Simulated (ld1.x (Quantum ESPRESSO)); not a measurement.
# Co (Z = 27), TM: configuration errors across variants

```
Element                 : Co
Generator               : ld1.x (Quantum ESPRESSO) 7.5
Type                    : norm-conserving Troullier–Martins (Kleinman–Bylander form)
Functional              : LDA (PZ)
Relativity              : scalar-relativistic
Frozen core             : [Ne]
Valence charge          : 17
Reference configuration : 3s2 3p6 3d7 4s0.5 4p0 (charge +1.5)
Partial waves           : 3s (bound): rc 1.35 bohr; 3p (bound): rc 0.80 bohr; 3d (bound): rc 1.15 bohr
Local potential         : the d channel
Core correction         : none
```

Occupied shells without a wave of their own: 4s. They enter only through the test configuration that unscreens the potential.

All-electron excitation energies from the reference (eV): (1) 3s2 3p6 3d7 4s2 4p0 -16.829; (2) 3s2 3p6 3d7 4s1 4p0 -7.533; (3) 3s2 3p6 3d7 4s0 4p0 9.551; (4) 3s2 3p6 3d7.5 4s1.5 4p0 -17.809; (5) 3s2 3p6 3d7 4s1.5 4p0 -13.108; (6) 3s1 3p6 3d7 4s2 4p0 93.162; (7) 3s2 3p6 3d7 4s0 4p1 -2.081; (8) 3s2 3p6 3d7 4s0.5 4p0 spin -2.298; (9) 3s2 3p6 3d7 4s2 4p0 spin -18.812.

Spin tests fill each open shell by Hund’s rule, majority spin first.

For the base: The 4s level has no wave, so the channel is fitted at the deeper level alone: the likely source of the large errors.

4 further variants failed, have other tests or another functional or relativity, and are left out.

The file “base” misses its own reference levels by 2.1 eV. The file “wave 3p (bound): rc 0.80 bohr becomes 3p (bound): rc 0.52 bohr” misses its own reference levels by 2.1 eV. The file “wave 3s (bound): rc 1.35 bohr becomes 3s (bound): rc 1.94 bohr” misses its own reference levels by 3.7 eV.

Errors AE − PS in meV (a dash: test not solved or not reliable):

```csv
change,(1),(2),(3),(4),(5),(6),(7),(8),(9),bound ghosts
base,+2043,+905,-1243,+1206,+1567,+4110,-1043,+327,+2232,none
wave 3p (bound): rc 0.80 bohr becomes 3p (bound): rc 0.52 bohr,+2032,+902,-1250,+1204,+1561,+4073,-1042,+329,+2232,none
wave 3s (bound): rc 1.35 bohr becomes 3s (bound): rc 1.94 bohr,+3534,+1584,-2244,+2130,+2723,+6784,-1874,+428,+3697,none
```

(1) Give the same row for: local potential all-electron potential smoothed inside 1.30 bohr (lloc = -2).

## Answers

(1) +524, +223, -283, +304, +395, +715, -316, –, +741; bound ghosts: none.
